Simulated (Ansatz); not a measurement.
Ansatz (a first-principles code) input (HF/6-31G* with LANL2DZ past Ar): The .json file joins the Basis Set Exchange's 6-31G* for atoms up to Ar and LANL2DZ past it.

Ansatz 0.2 input:
```yaml
crystal:
  periodic: [false, false, false]
  atoms:
    - {symbol: C, position_ang: [-1.97049550, -0.11583583, 0.27084892]}
    - {symbol: N, position_ang: [-0.74413528, 0.57056353, -0.01077010]}
    - {symbol: C, position_ang: [-0.57498509, 1.69579117, 0.86090038]}
    - {symbol: Ge, position_ang: [0.80872984, -0.58034728, -0.35944350]}
    - {symbol: H, position_ang: [-2.83760599, 0.54531549, 0.14851391]}
    - {symbol: H, position_ang: [-2.03692500, -0.52014226, 1.29380156]}
    - {symbol: H, position_ang: [-2.10043788, -0.95112744, -0.41072728]}
    - {symbol: H, position_ang: [-0.48773734, 1.42376265, 1.92332257]}
    - {symbol: H, position_ang: [-1.42087284, 2.39276668, 0.78425691]}
    - {symbol: H, position_ang: [0.32351704, 2.24106651, 0.59607867]}
    - {symbol: H, position_ang: [1.35657632, -0.67673191, 1.18441247]}
    - {symbol: H, position_ang: [1.80596114, 0.64252676, -0.73257207]}
basis:
  gaussian:
    orbitals: 6-31Gs+LANL2DZ.json
hamiltonian:
  xc: {name: HF}
total_charge: -1
phonons: {temperatures: {t_min: 298.15, t_max: 298.15, t_step: 100}}
```

Output:

```
Functional definition: HF
integrals: 0.02 GiB planned
909 factors; integrals over basis functions are off by at most 4.1e-4 eV
mean field: 0.14 GiB planned
mean field evaluation 1: about -3765.0447 eV, gradient 2.2e1 eV
mean field evaluation 2: about -3765.0432 eV, gradient 2.2e1 eV
mean field evaluation 4: about -3766.7144 eV, gradient 2.7e0 eV
mean field evaluation 8: about -3766.7383 eV, gradient 4.0e-4 eV
mean field -3766.73832983 eV, -138.4250804344 hartree, gradient 1.8e-5 eV, S^2 0.000000; 0 other end points of the search recorded, 0 dependent functions left out
the calculation of the forces begins
reference -3766.73832983 eV, -138.4250804344 hartree; 16, 16 occupied and 53, 53 virtual orbitals, 909 factors
these checks for a lower state are left out or cut short: stability, starts, cluster_reference, orbital_swaps, neighbouring_geometries, increment
integrals: 0.02 GiB planned
909 factors; integrals over basis functions are off by at most 4.1e-4 eV
mean field: 0.14 GiB planned
mean field evaluation 16: about -3766.7382 eV, gradient 6.5e-5 eV
mean field -3766.73815574 eV, -138.4250740368 hartree, gradient 2.9e-6 eV, S^2 0.000000; 0 other end points of the search recorded, 0 dependent functions left out
the calculation of the forces begins
reference -3766.73815574 eV, -138.4250740368 hartree; 16, 16 occupied and 53, 53 virtual orbitals, 909 factors
these checks for a lower state are left out or cut short: stability, starts, cluster_reference, orbital_swaps, neighbouring_geometries, increment
integrals: 0.02 GiB planned
909 factors; integrals over basis functions are off by at most 4.1e-4 eV
mean field: 0.14 GiB planned
mean field -3766.73815652 eV, -138.4250740651 hartree, gradient 2.9e-6 eV, S^2 0.000000; 0 other end points of the search recorded, 0 dependent functions left out
the calculation of the forces begins
reference -3766.73815652 eV, -138.4250740651 hartree; 16, 16 occupied and 53, 53 virtual orbitals, 909 factors
these checks for a lower state are left out or cut short: stability, starts, cluster_reference, orbital_swaps, neighbouring_geometries, increment
integrals: 0.02 GiB planned
909 factors; integrals over basis functions are off by at most 4.1e-4 eV
mean field: 0.14 GiB planned
mean field evaluation 32: about -3766.7381 eV, gradient 2.9e-6 eV
mean field -3766.73813743 eV, -138.4250733637 hartree, gradient 2.9e-6 eV, S^2 0.000000; 0 other end points of the search recorded, 0 dependent functions left out
the calculation of the forces begins
reference -3766.73813743 eV, -138.4250733637 hartree; 16, 16 occupied and 53, 53 virtual orbitals, 909 factors
these checks for a lower state are left out or cut short: stability, starts, cluster_reference, orbital_swaps, neighbouring_geometries, increment
integrals: 0.02 GiB planned
909 factors; integrals over basis functions are off by at most 4.1e-4 eV
mean field: 0.14 GiB planned
mean field -3766.73813586 eV, -138.4250733062 hartree, gradient 2.9e-6 eV, S^2 0.000000; 0 other end points of the search recorded, 0 dependent functions left out
the calculation of the forces begins
reference -3766.73813586 eV, -138.4250733062 hartree; 16, 16 occupied and 53, 53 virtual orbitals, 909 factors
these checks for a lower state are left out or cut short: stability, starts, cluster_reference, orbital_swaps, neighbouring_geometries, increment
integrals: 0.02 GiB planned
909 factors; integrals over basis functions are off by at most 4.1e-4 eV
mean field: 0.14 GiB planned
mean field -3766.73814630 eV, -138.4250736896 hartree, gradient 2.9e-6 eV, S^2 0.000000; 0 other end points of the search recorded, 0 dependent functions left out
the calculation of the forces begins
reference -3766.73814630 eV, -138.4250736896 hartree; 16, 16 occupied and 53, 53 virtual orbitals, 909 factors
these checks for a lower state are left out or cut short: stability, starts, cluster_reference, orbital_swaps, neighbouring_geometries, increment
integrals: 0.02 GiB planned
909 factors; integrals over basis functions are off by at most 4.1e-4 eV
mean field: 0.14 GiB planned
mean field -3766.73814784 eV, -138.4250737463 hartree, gradient 2.9e-6 eV, S^2 0.000000; 0 other end points of the search recorded, 0 dependent functions left out
the calculation of the forces begins
reference -3766.73814784 eV, -138.4250737463 hartree; 16, 16 occupied and 53, 53 virtual orbitals, 909 factors
these checks for a lower state are left out or cut short: stability, starts, cluster_reference, orbital_swaps, neighbouring_geometries, increment
integrals: 0.02 GiB planned
909 factors; integrals over basis functions are off by at most 4.1e-4 eV
mean field: 0.14 GiB planned
mean field -3766.73818017 eV, -138.4250749344 hartree, gradient 2.9e-6 eV, S^2 0.000000; 0 other end points of the search recorded, 0 dependent functions left out
[...]
integrals: 0.02 GiB planned
909 factors; integrals over basis functions are off by at most 4.1e-4 eV
mean field: 0.14 GiB planned
mean field -3766.73832081 eV, -138.4250801029 hartree, gradient 1.8e-6 eV, S^2 0.000000; 0 other end points of the search recorded, 0 dependent functions left out
the calculation of the forces begins
reference -3766.73832081 eV, -138.4250801029 hartree; 16, 16 occupied and 53, 53 virtual orbitals, 909 factors
these checks for a lower state are left out or cut short: stability, starts, cluster_reference, orbital_swaps, neighbouring_geometries, increment
integrals: 0.02 GiB planned
909 factors; integrals over basis functions are off by at most 4.1e-4 eV
mean field: 0.14 GiB planned
mean field -3766.73832050 eV, -138.4250800915 hartree, gradient 1.8e-6 eV, S^2 0.000000; 0 other end points of the search recorded, 0 dependent functions left out
the calculation of the forces begins
reference -3766.73832050 eV, -138.4250800915 hartree; 16, 16 occupied and 53, 53 virtual orbitals, 909 factors
these checks for a lower state are left out or cut short: stability, starts, cluster_reference, orbital_swaps, neighbouring_geometries, increment
integrals: 0.02 GiB planned
909 factors; integrals over basis functions are off by at most 4.1e-4 eV
mean field: 0.14 GiB planned
mean field -3766.73832314 eV, -138.4250801884 hartree, gradient 2.9e-6 eV, S^2 0.000000; 0 other end points of the search recorded, 0 dependent functions left out
the calculation of the forces begins
reference -3766.73832314 eV, -138.4250801884 hartree; 16, 16 occupied and 53, 53 virtual orbitals, 909 factors
these checks for a lower state are left out or cut short: stability, starts, cluster_reference, orbital_swaps, neighbouring_geometries, increment
integrals: 0.02 GiB planned
909 factors; integrals over basis functions are off by at most 4.1e-4 eV
mean field: 0.14 GiB planned
mean field evaluation 384: about -3766.7411 eV, gradient 4.9e-2 eV
mean field -3766.73832465 eV, -138.4250802438 hartree, gradient 7.5e-7 eV, S^2 0.000000; 0 other end points of the search recorded, 0 dependent functions left out
the calculation of the forces begins
reference -3766.73832465 eV, -138.4250802438 hartree; 16, 16 occupied and 53, 53 virtual orbitals, 909 factors
these checks for a lower state are left out or cut short: stability, starts, cluster_reference, orbital_swaps, neighbouring_geometries, increment
integrals: 0.02 GiB planned
909 factors; integrals over basis functions are off by at most 4.1e-4 eV
mean field: 0.14 GiB planned
mean field -3766.73829950 eV, -138.4250793196 hartree, gradient 2.9e-6 eV, S^2 0.000000; 0 other end points of the search recorded, 0 dependent functions left out
the calculation of the forces begins
reference -3766.73829950 eV, -138.4250793196 hartree; 16, 16 occupied and 53, 53 virtual orbitals, 909 factors
these checks for a lower state are left out or cut short: stability, starts, cluster_reference, orbital_swaps, neighbouring_geometries, increment
integrals: 0.02 GiB planned
909 factors; integrals over basis functions are off by at most 4.1e-4 eV
mean field: 0.14 GiB planned
mean field -3766.73829912 eV, -138.4250793058 hartree, gradient 2.9e-6 eV, S^2 0.000000; 0 other end points of the search recorded, 0 dependent functions left out
the calculation of the forces begins
reference -3766.73829912 eV, -138.4250793058 hartree; 16, 16 occupied and 53, 53 virtual orbitals, 909 factors
these checks for a lower state are left out or cut short: stability, starts, cluster_reference, orbital_swaps, neighbouring_geometries, increment
integrals: 0.02 GiB planned
909 factors; integrals over basis functions are off by at most 4.1e-4 eV
mean field: 0.14 GiB planned
mean field -3766.73831209 eV, -138.4250797825 hartree, gradient 2.9e-6 eV, S^2 0.000000; 0 other end points of the search recorded, 0 dependent functions left out
the calculation of the forces begins
reference -3766.73831209 eV, -138.4250797825 hartree; 16, 16 occupied and 53, 53 virtual orbitals, 909 factors
these checks for a lower state are left out or cut short: stability, starts, cluster_reference, orbital_swaps, neighbouring_geometries, increment
integrals: 0.02 GiB planned
909 factors; integrals over basis functions are off by at most 4.1e-4 eV
mean field: 0.14 GiB planned
mean field evaluation 416: about -3766.7383 eV, gradient 2.9e-6 eV
mean field -3766.73831168 eV, -138.4250797675 hartree, gradient 2.9e-6 eV, S^2 0.000000; 0 other end points of the search recorded, 0 dependent functions left out
the calculation of the forces begins
reference -3766.73831168 eV, -138.4250797675 hartree; 16, 16 occupied and 53, 53 virtual orbitals, 909 factors
these checks for a lower state are left out or cut short: stability, starts, cluster_reference, orbital_swaps, neighbouring_geometries, increment
integrals: 0.02 GiB planned
909 factors; integrals over basis functions are off by at most 4.1e-4 eV
mean field: 0.14 GiB planned
mean field -3766.73830655 eV, -138.4250795790 hartree, gradient 2.9e-6 eV, S^2 0.000000; 0 other end points of the search recorded, 0 dependent functions left out
the calculation of the forces begins
reference -3766.73830655 eV, -138.4250795790 hartree; 16, 16 occupied and 53, 53 virtual orbitals, 909 factors
these checks for a lower state are left out or cut short: stability, starts, cluster_reference, orbital_swaps, neighbouring_geometries, increment
integrals: 0.02 GiB planned
909 factors; integrals over basis functions are off by at most 4.1e-4 eV
mean field: 0.14 GiB planned
mean field -3766.73830598 eV, -138.4250795578 hartree, gradient 2.9e-6 eV, S^2 0.000000; 0 other end points of the search recorded, 0 dependent functions left out
the calculation of the forces begins
reference -3766.73830598 eV, -138.4250795578 hartree; 16, 16 occupied and 53, 53 virtual orbitals, 909 factors
these checks for a lower state are left out or cut short: stability, starts, cluster_reference, orbital_swaps, neighbouring_geometries, increment
integrals: 0.02 GiB planned
909 factors; integrals over basis functions are off by at most 4.1e-4 eV
mean field: 0.14 GiB planned
mean field -3766.73832090 eV, -138.4250801060 hartree, gradient 7.9e-7 eV, S^2 0.000000; 0 other end points of the search recorded, 0 dependent functions left out
the calculation of the forces begins
reference -3766.73832090 eV, -138.4250801060 hartree; 16, 16 occupied and 53, 53 virtual orbitals, 909 factors
these checks for a lower state are left out or cut short: stability, starts, cluster_reference, orbital_swaps, neighbouring_geometries, increment
integrals: 0.02 GiB planned
909 factors; integrals over basis functions are off by at most 4.1e-4 eV
mean field: 0.14 GiB planned
mean field -3766.73832307 eV, -138.4250801860 hartree, gradient 7.8e-7 eV, S^2 0.000000; 0 other end points of the search recorded, 0 dependent functions left out
the calculation of the forces begins
reference -3766.73832307 eV, -138.4250801860 hartree; 16, 16 occupied and 53, 53 virtual orbitals, 909 factors
Total energy: -3766.73832983 eV, -138.4250804344 hartree
Atom 0 at    -1.970495    -0.115836     0.270849 Å, force    -0.000126     0.000275    -0.000153 eV/Å
Atom 1 at    -0.744135     0.570564    -0.010770 Å, force    -0.000521    -0.000016     0.001120 eV/Å
Atom 2 at    -0.574985     1.695791     0.860900 Å, force    -0.000250    -0.000144    -0.000958 eV/Å
Atom 3 at     0.808730    -0.580347    -0.359444 Å, force     0.000136     0.000305     0.000253 eV/Å
Atom 4 at    -2.837606     0.545315     0.148514 Å, force     0.000207    -0.000457    -0.000007 eV/Å
Atom 5 at    -2.036925    -0.520142     1.293802 Å, force     0.000016     0.000603    -0.000129 eV/Å
Atom 6 at    -2.100438    -0.951127    -0.410727 Å, force     0.000134     0.000087    -0.000085 eV/Å
Atom 7 at    -0.487737     1.423763     1.923323 Å, force    -0.000102    -0.000203     0.000064 eV/Å
Atom 8 at    -1.420873     2.392767     0.784257 Å, force     0.000221    -0.000257     0.000124 eV/Å
Atom 9 at     0.323517     2.241067     0.596079 Å, force     0.000152     0.000010     0.000175 eV/Å
Atom 10 at     1.356576    -0.676732     1.184412 Å, force     0.000062    -0.000301     0.000034 eV/Å
Atom 11 at     1.805961     0.642527    -0.732572 Å, force     0.000073     0.000097    -0.000437 eV/Å
Dipole moment:    -0.525572     0.220320     0.206708 e Å
Vibrations: 146.16 208.87 269.57 293.22 305.01 348.93 543.08 762.16 797.35 992.35 1051.68 1177.49 1225.42 1279.59 1330.96 1385.86 1579.60 1611.23 1630.35 1640.66 1650.54 1664.02 1716.21 1789.69 3024.10 3050.66 3063.38 3085.04 3233.60 3258.65 cm⁻¹, zero-point energy 2.734808 eV
```

The blocks after the first are displaced geometries, from whose forces the wavenumbers follow.

The dipole moment of an ion depends on the origin.
